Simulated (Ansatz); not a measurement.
CH₅AsGa, charge +1, singlet, at a GFN2-xTB geometry (such geometries of metal compounds can be far from the true shape); BLYP/6-31G (Ansatz, a program for electronic structure).

Input for Ansatz:
Ansatz 0.2 input:
```yaml
crystal:
  periodic: [false, false, false]
  atoms:
    - {symbol: Ga, position_ang: [-0.26480194, 0.69918643, -0.52061264]}
    - {symbol: C, position_ang: [-0.83543884, 2.30076768, -1.71543877]}
    - {symbol: H, position_ang: [-1.70711157, 2.79755934, -1.27679112]}
    - {symbol: H, position_ang: [-1.09230900, 1.94070960, -2.71727407]}
    - {symbol: H, position_ang: [-0.01152453, 3.01875020, -1.79098556]}
    - {symbol: As, position_ang: [0.51746235, -1.22006838, 0.91834543]}
    - {symbol: H, position_ang: [-0.39845149, -2.08947204, 0.08418954]}
    - {symbol: H, position_ang: [-0.64536779, -0.88467631, 1.82708655]}
basis:
  gaussian:
    orbitals: 6-31G
hamiltonian:
  xc: blyp
total_charge: 1
```

**Question.** Write the output that Ansatz gives for this input, abridged.

**Answer.** 
```
Functional definition: BLYP
787 factors; integrals over basis functions are off by at most 3.3e-4 eV
mean field evaluation 1: about -114299.3896 eV, gradient 7.5e1 eV
mean field evaluation 2: about -114199.1111 eV, gradient 1.5e2 eV
mean field evaluation 4: about -114311.4827 eV, gradient 2.4e1 eV
mean field evaluation 8: about -114313.7977 eV, gradient 2.1e-1 eV
mean field evaluation 16: about -114313.7838 eV, gradient 3.2e-5 eV
mean field -114313.78380111 eV, -4200.9540700252 hartree, gradient 3.2e-5 eV, S^2 0.000000; 0 other end points of the search recorded, 0 dependent functions left out
reference -114313.78412485 eV, -4200.9540819225 hartree; 37, 37 occupied and 40, 40 virtual orbitals, 787 factors
Total energy: -114313.78412485 eV, -4200.9540819225 hartree
```
